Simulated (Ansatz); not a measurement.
```xyz
10

N    -1.0173   -1.9217    1.3143
Sc   -1.3007   -0.2387    0.3538
Cl   -3.4525    0.6185    0.1890
O     0.2426    0.5496   -0.3696
Si    1.5422    1.2918   -1.0222
H    -1.7418   -2.4719    1.7596
H    -0.1354   -2.3975    1.4570
H     1.1763    2.6445   -1.5218
H     2.6155    1.4356   -0.0012
H     2.0712    0.4898   -2.1588
```

Charge 0, multiplicity 1.

List the B3LYP/def2-TZVPP orbital energies in eV (Ansatz). (An estimate is asked.)

Ansatz gave: Occupied: -4400.74, -2761.53, -1799.28, -520.27, -480.01, -396.29, -396.25, -396.21, -388.95, -256.29, -195.23, -195.22, -195.21, -143.73, -99.08, -99.04, -99.04, -57.64, -35.87, -35.82, -35.65, -25.88, -22.36, -21.10, -14.55, -13.03, -11.34, -10.58, -10.57, -10.16, -9.23, -8.66, -8.56, -8.55, -8.42, -7.46. Lowest empty: -2.43, -1.41, -0.99, -0.61, -0.23, -0.11, 0.46, 0.58.

B3LYP here is the variant with VWN-RPA as its local correlation; programs differ in this.
